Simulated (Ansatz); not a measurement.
Cartesian coordinates (Å):
SMILES: O[SiH]O
```xyz
6

O     -1.4945    -0.0142    -0.0195
Si     0.0278     0.3981     0.4319
O      1.0742    -0.5797    -0.3914
H     -1.7164    -0.9474    -0.0156
H      0.1561     1.8303     0.0185
H      1.9529    -0.6872    -0.0239
```
Charge 0, spin multiplicity 2.

Calculation: frozen-core CCSD(T)/cc-pVTZ // PBE0-D4/def2-TZVP in Ansatz (a quantum-chemistry and plane-wave program).

The HF energy is -440.53522 Ha. The MP2 correlation energy comes out as -0.58579 Ha.

Q: Estimate the CCSD correlation energy, the (T) correction, the total energy and the T1 diagnostic.

A: 
| Property | Value |
|---|---|
| CCSD correlation energy | -0.60073 Ha |
| (T) correction | -0.02093 Ha |
| CCSD(T) total energy | -441.15688 Ha |
| T1 diagnostic | 0.014 |
